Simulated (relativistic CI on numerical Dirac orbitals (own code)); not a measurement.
Sensitivity of the levels of Ru16+ to α and to the nuclear radius

These numbers are calculated, not measured: Dirac-Coulomb-Breit CI, KLI orbitals optimised for each configuration, derivatives by finite differences, unscaled Slater integrals, QED left out (own radial code, finite nucleus).

Configuration list (outside the closed core [Ne] 3s2): 3p⁶3d¹⁰, 3p⁶3d⁹4s, 3p⁶3d⁹4p, 3p⁶3d⁹4d, 3p⁶3d⁸4s², 3p⁶3d⁹4f, 3p⁶3d⁸4s4p, 3p⁵3d¹⁰4s. Levels of other configurations are missing.

With x = (α/α₀)² − 1 an excitation energy changes as ω = ω₀ + qx; K = 2q/ω₀ is the relative enhancement. Terms are leading LS components, so labels can repeat. The field-shift factor is F = δν/δ⟨r²⟩ for the transition from the lowest level.

Lowest level 3p⁶3d¹⁰ ¹S0.

| Level | ω₀ (cm⁻¹) | q (cm⁻¹) | F (GHz/fm²) |
| --- | --- | --- | --- |
| 3p⁶3d⁹4s ³D3 | 2105489 | -106500 | 63.1 |
| 3p⁶3d⁹4s ³D2 | 2111258 | -105300 | 62.9 |
| 3p⁶3d⁹4s ³D1 | 2140500 | -71720 | 63.3 |
| 3p⁶3d⁹4s ¹D2 | 2145642 | -72360 | 63.1 |
| 3p⁶3d⁹4p ³P°2 | 2372758 | -88710 | 8.83 |
| 3p⁶3d⁹4p ³F°3 | 2381251 | -92170 | 8.72 |
| 3p⁶3d⁹4p ³F°2 | 2411453 | -57270 | 8.88 |
| 3p⁶3d⁹4p ³P°1 | 2413265 | -47460 | 8.66 |
| 3p⁶3d⁹4p ³F°4 | 2420377 | -44560 | 7.98 |
| 3p⁶3d⁹4p ¹D°2 | 2431136 | -48450 | 8.16 |
| 3p⁶3d⁹4p ¹P°1 | 2435962 | -49440 | 8.53 |
| 3p⁶3d⁹4p ³D°3 | 2437215 | -44440 | 8 |
| 3p⁶3d⁹4p ³P°0 | 2442130 | -9410 | 8.38 |
| 3p⁶3d⁹4p ³F°3 | 2460852 | -10440 | 8.23 |
| 3p⁶3d⁹4p ³D°1 | 2464191 | -14810 | 8.26 |
| 3p⁶3d⁹4p ³D°2 | 2470422 | -11020 | 8.25 |
| 3p⁶3d⁹4d ³S1 | 2845833 | -34810 | 8.83 |
| 3p⁶3d⁹4d ³G4 | 2864352 | -39650 | 8.82 |
| 3p⁶3d⁹4d ³P2 | 2867411 | -38380 | 8.83 |
| 3p⁶3d⁹4d ³G5 | 2868530 | -32120 | 8.86 |
| 3p⁶3d⁹4d ¹P1 | 2869491 | -34150 | 8.85 |
| 3p⁶3d⁹4d ³D3 | 2873919 | -37920 | 8.83 |
| 3p⁶3d⁹4d ¹F3 | 2880407 | -31130 | 8.87 |

At this charge energies of transitions that change n are usually good to better than 1 %, and those within a shell (Δn = 0) to a few per cent.

**Question.** Which transition from the lowest level has the largest |K|?

**Answer.** 3p⁶3d⁹4s ³D3 at 2105489 cm⁻¹, K = -0.101.
